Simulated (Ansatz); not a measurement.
Ansatz (a first-principles code) input (RI-MP2/def2-TZVPP):
A basis named .json is the Basis Set Exchange file of that set.

Ansatz 0.2 input:
```yaml
crystal:
  periodic: [false, false, false]
  atoms:
    - {symbol: Si, position_ang: [-0.38195306, 0.03642764, -0.24545395]}
    - {symbol: Br, position_ang: [-0.70269540, -1.55912873, 1.23600448]}
    - {symbol: Br, position_ang: [-0.09248714, 1.94750499, 0.80687096]}
    - {symbol: Br, position_ang: [1.29526190, -0.42401868, -1.62303493]}
    - {symbol: O, position_ang: [-1.51942937, 0.09218723, -1.40725780]}
basis:
  gaussian:
    orbitals: def2-TZVPP
    fitting: {mean_field: def2-universal-jkfit, correlation: def2-TZVPP-RIFIT.json}
magnetization: {spin_polarized: true, initial_magnetization: 1}
correlation: {method: mp2, electrons: outside_noble_gas}
```

End of the output:

```
integrals: 0.36 GiB planned
1003 factors; integrals over basis functions are off by at most 9.5e-1 eV
676 factors; integrals over basis functions are off by at most 1.2e2 eV
mean field: 2.09 GiB planned
mean field evaluation 1: about -219890.6005 eV, gradient 3.9e1 eV
mean field evaluation 2: about -219884.0896 eV, gradient 6.2e1 eV
mean field evaluation 4: about -219901.2124 eV, gradient 5.8e0 eV
mean field evaluation 8: about -219901.4540 eV, gradient 6.7e-3 eV
mean field evaluation 16: about -219901.2161 eV, gradient 4.7e-3 eV
mean field evaluation 32: about -219901.4538 eV, gradient 1.8e-1 eV
mean field -219901.45395430 eV, -8081.2293782614 hartree, gradient 1.8e-6 eV, S^2 0.758615; 6 other end points of the search recorded, 0 dependent functions left out
48 core orbitals not correlated
reference -219901.45395430 eV, -8081.2293782614 hartree; 16, 15 occupied and 153, 154 virtual orbitals, 676 factors
second order -21.02084363 eV of doubles, -0.00000000 eV of singles
Total energy: -219922.47479793 eV, -8082.0018800164 hartree
```

It need not be the lowest isomer of its formula.
